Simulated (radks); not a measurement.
The numbers below are computed, except where a source is named.
Q: The table gives one normalised radial function P(r) = r R(r) of Zn2+ in [Ar] 3d9 4p1 (r in bohr). Code: a radial shooting solver on a logarithmic mesh with Libxc functionals. Model: scalar-relativistic Kohn-Sham, r2SCAN, spin-unpolarised, spherical densities, finite nucleus; meta-GGA in the generalised Kohn-Sham scheme; Fermi nuclear charge, rms radius 3.9283 fm.

r             P
0.007439  0.0424
0.008523  0.0544
0.009764  0.0696
0.01119   0.0888
0.01282   0.1131
0.01468   0.1436
0.01682   0.1817
0.01927   0.2290
0.02191   0.2834
0.0251    0.3535
0.02875   0.4382
0.03294   0.5393
0.03774   0.6582
0.04324   0.7957
0.04954   0.9516
0.05675   1.1243
0.06502   1.3104
0.0745    1.5039
0.08535   1.6959
0.09778   1.8746
0.112     2.0263
0.1273    2.1305
0.1459    2.1857
0.1671    2.1715
0.1915    2.0810
0.2194    1.9148
0.2513    1.6833
0.2879    1.4055
0.3299    1.1076
0.3779    0.8181
0.433     0.5635
0.4961    0.3591
0.5684    0.2093
0.6512    0.1103
0.7401    0.0544
0.8479    0.0227
0.9714    0.0083
1.113     0.0026
1.275     0.0007
1.461     0.0001
1.674     0.0000
1.917     0.0000
2.197     0.0000
2.517     0.0000
2.883     0.0000
3.304     0.0000
3.755     0.0000
4.302     0.0000
4.928     0.0000
5.646     0.0000
6.469     0.0000
7.411     0.0000
8.491     0.0000

Which n and l does it have? It may be an empty orbital.

A: n = 2, l = 1: the number of nodes gives n - l - 1 = 0, the rise at small r (about r^(l+1)) gives l, and the extent must fit the shell. The curve is that of 2p. 2p: eigenvalue -1043.1 eV, 0 radial nodes, <r> = 0.198 bohr, 90 % of the charge inside 0.324 bohr.
